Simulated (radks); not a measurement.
Values are calculated unless marked as measured or tabulated.
Question: Radial electron density D(r) = 4 pi r^2 rho(r) of an atom or ion with 2 electrons. Level of theory: scalar-relativistic Kohn-Sham, r2SCAN, spin-polarised, spherical densities, finite nucleus; meta-GGA in the generalised Kohn-Sham scheme; Fermi nuclear charge, rms radius of each element as measured or else 0.836 A^(1/3) + 0.57 fm (a radial shooting solver on a logarithmic mesh with Libxc functionals).

r (bohr),D(r) (e/bohr)
0.006029,0.1794
0.007019,0.2386
0.008171,0.3166
0.009513,0.4186
0.01107,0.5512
0.01289,0.7226
0.01501,0.9421
0.01747,1.221
0.02034,1.570
0.02387,2.029
0.02779,2.561
0.03235,3.197
0.03766,3.938
0.04384,4.776
0.05104,5.690
0.05942,6.639
0.06917,7.563
0.08053,8.379
0.0945,9.013
0.11,9.295
0.1281,9.179
0.1491,8.619
0.1736,7.636
0.2021,6.323
0.2352,4.843
0.2739,3.388
0.3188,2.133
0.3741,1.148
0.4356,0.5500
0.5071,0.2232
0.5903,0.07461
0.6872,0.01993

What is the nuclear charge?

Answer: Z = 9. The innermost maximum, from 1s, lies near gamma/Z bohr with gamma = sqrt(1 - (Z/c)^2) = 0.998, here 0.111 bohr (found: 0.114), and its height grows with Z. The density is that of the fluorine ion F7+ in [He]; the configuration itself is not fixed sharply by these data. D(r) has 1 maximum, at r = 0.114 bohr.
